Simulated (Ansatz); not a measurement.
`C=C/C=C/C=C/C=C/C=C/C=C/C=C/C=C/C=C/C=C/C=C/C=C/C=C/C=C`, relaxed as a singlet with RKS PBE-D4/def2-SVP in Ansatz, starting from the GFN2-xTB geometry. Force threshold 0.03 eV/Å.

Single mean-field runs in def2-SVP are fitted with def2-universal-jkfit. The restricted singlet is unstable towards broken spin symmetry at other levels; at PBE-D4/def2-SVP this wasn't settled.

Start:

```xyz
58

C    -6.022   -6.821   13.775
C    -6.166   -6.137   12.638
C    -5.084   -5.824   11.753
C    -5.229   -5.138   10.597
C    -4.153   -4.828    9.723
C    -4.291   -4.135    8.563
C    -3.214   -3.831    7.696
C    -3.350   -3.139    6.533
C    -2.279   -2.838    5.662
C    -2.417   -2.146    4.496
C    -1.343   -1.842    3.632
C    -1.474   -1.151    2.464
C    -0.400   -0.849    1.600
C    -0.533   -0.154    0.433
C     0.538    0.153   -0.431
C     0.404    0.849   -1.596
C     1.476    1.151   -2.462
C     1.340    1.843   -3.629
C     2.412    2.148   -4.495
C     2.276    2.835   -5.664
C     3.351    3.142   -6.528
C     3.215    3.828   -7.696
C     4.290    4.137   -8.564
C     4.150    4.830   -9.724
C     5.225    5.139  -10.599
C     5.084    5.831  -11.752
C     6.168    6.139  -12.637
C     6.024    6.811  -13.781
H    -5.059   -7.182   14.097
H    -6.856   -7.041   14.417
H    -7.147   -5.787   12.342
H    -4.100   -6.167   12.046
H    -6.214   -4.796   10.303
H    -3.168   -5.171   10.014
H    -5.275   -3.791    8.270
H    -2.232   -4.179    7.990
H    -4.334   -2.788    6.247
H    -1.294   -3.186    5.949
H    -3.402   -1.802    4.205
H    -0.359   -2.184    3.929
H    -2.458   -0.806    2.170
H     0.585   -1.193    1.891
H    -1.519    0.188    0.141
H     1.524   -0.190   -0.140
H    -0.580    1.196   -1.887
H     2.460    0.806   -2.172
H     0.355    2.186   -3.921
H     3.399    1.812   -4.201
H     1.290    3.172   -5.961
H     4.337    2.806   -6.231
H     2.230    4.166   -7.993
H     5.275    3.795   -8.273
H     3.165    5.175  -10.014
H     6.209    4.790  -10.311
H     4.102    6.181  -12.046
H     7.149    5.794  -12.334
H     5.061    7.167  -14.107
H     6.859    7.027  -14.425
```

```json
{"step": "1", "energy (eV)": "-29462.0070", "largest force component (eV/Å)": "0.886", "SCF passes": "23"}
{"step": "2", "energy (eV)": "-29462.4678", "largest force component (eV/Å)": "0.286", "SCF passes": "22"}
{"step": "3 (rejected)", "energy (eV)": "-29462.4596", "largest force component (eV/Å)": "0.655", "SCF passes": "23"}
{"step": "4", "energy (eV)": "-29462.5138", "largest force component (eV/Å)": "0.039", "SCF passes": "23"}
{"step": "5", "energy (eV)": "-29462.5249", "largest force component (eV/Å)": "0.058", "SCF passes": "24"}
{"step": "6", "energy (eV)": "-29462.5254", "largest force component (eV/Å)": "0.034", "SCF passes": "16"}
{"step": "7", "energy (eV)": "-29462.5255", "largest force component (eV/Å)": "0.020", "SCF passes": "15"}
```

Force components are those of the run's own axes.

End:

Cartesian coordinates in Å:
```
C -6.1272 -6.9183 13.9784
C -6.2476 -6.2268 12.8144
C -5.1549 -5.9139 11.9278
C -5.2855 -5.2138 10.7507
C -4.2067 -4.9015 9.8680
C -4.3385 -4.1991 8.6857
C -3.2625 -3.8888 7.8070
C -3.3918 -3.1857 6.6213
C -2.3159 -2.8775 5.7459
C -2.4424 -2.1741 4.5582
C -1.3659 -1.8670 3.6855
C -1.4905 -1.1632 2.4967
C -0.4136 -0.8566 1.6255
C -0.5375 -0.1526 0.4362
C 0.5394 0.1541 -0.4346
C 0.4152 0.8579 -1.6239
C 1.4918 1.1650 -2.4954
C 1.3664 1.8683 -3.6844
C 2.4426 2.1763 -4.5572
C 2.3153 2.8789 -5.7453
C 3.3911 3.1882 -6.6205
C 3.2613 3.8900 -7.8069
C 4.3374 4.2011 -8.6852
C 4.2053 4.9013 -9.8688
C 5.2846 5.2140 -10.7508
C 5.1542 5.9109 -11.9298
C 6.2475 6.2229 -12.8160
C 6.1274 6.9101 -13.9826
H -5.1476 -7.2898 14.3219
H -6.9972 -7.1264 14.6186
H -7.2473 -5.8689 12.5066
H -4.1491 -6.2653 12.2230
H -6.2932 -4.8642 10.4587
H -3.1985 -5.2501 10.1586
H -5.3468 -3.8506 8.3950
H -2.2544 -4.2374 8.0979
H -4.3997 -2.8373 6.3293
H -1.3083 -3.2263 6.0384
H -3.4498 -1.8252 4.2649
H -0.3588 -2.2161 3.9792
H -2.4976 -0.8143 2.2023
H 0.5933 -1.2056 1.9199
H -1.5445 0.1962 0.1416
H 1.5464 -0.1947 -0.1401
H -0.5920 1.2063 -1.9184
H 2.4991 0.8168 -2.2012
H 0.3589 2.2161 -3.9783
H 3.4503 1.8287 -4.2637
H 1.3073 3.2260 -6.0384
H 4.3994 2.8413 -6.3279
H 2.2528 4.2363 -8.0990
H 5.3461 3.8546 -8.3933
H 3.1968 5.2474 -10.1611
H 6.2926 4.8669 -10.4569
H 4.1480 6.2593 -12.2276
H 7.2475 5.8686 -12.5053
H 5.1486 7.2843 -14.3256
H 6.9990 7.1233 -14.6191
```

By distances, no bond broke or formed. The bond that changes most is C1–C2, from 1.33 to 1.36 Å (atoms count from 1).

No frequencies were taken in this run, so the end may be a saddle point.

It took 17 s on 2 threads of AMD EPYC 7R13 on a shared host and a share (18 GiB) of an NVIDIA H100 80GB HBM3, peak host memory 1.1 GiB.
